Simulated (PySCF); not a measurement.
BH₃, charge +1, multiplicity 2. Atoms are numbered in the order given.

```xyz
4

B      0.0000     0.0000    -0.1173
H      0.0000    -0.7164     0.9381
H      0.0000     0.0000    -1.2899
H      0.0000     0.7164     0.9381
```
Charge +1, spin multiplicity 2.

Coordinates come from a r2SCAN-D4/def2-TZVPD optimisation. The multiplicity is an assumed one; other spin states were not compared. The isomer is the one that the SMILES or the coordinates give; other isomers of the formula were not compared.

The numbers are results of TDA-M06-2X/def2-TZVPD run with PySCF, not measurements.

Vertical excitations. The molecule is in vacuum.

Computed excitation energies, oscillator strengths and character:
```csv
state,energy (eV),λ (nm),f,main pairs
root 1,4.12,301,0.000,α HOMO→LUMO 99 %
root 2,4.78,259,0.001,β HOMO→LUMO 97 %
root 3,6.40,194,0.001,"α HOMO−1→LUMO 67 %, β HOMO→LUMO+1 30 %"
root 4,7.55,164,0.014,"α HOMO−1→LUMO 30 %, β HOMO→LUMO+1 67 %"
root 5,8.44,147,0.118,β HOMO−1→LUMO 91 %
root 6,9.78,127,0.011,α HOMO→LUMO+1 85 %
root 7,10.26,121,0.007,"α HOMO−2→LUMO 35 %, β HOMO−1→LUMO+1 60 %"
root 8,10.58,117,0.177,α HOMO→LUMO+2 92 %
root 9,11.92,104,0.077,α HOMO→LUMO+3 78 %
root 10,12.09,103,0.004,"α HOMO−1→LUMO+1 41 %, α HOMO−1→LUMO+3 12 %, β HOMO→LUMO+3 17 %, β HOMO→LUMO+2 14 %"
```
Unrestricted roots are not spin-pure.
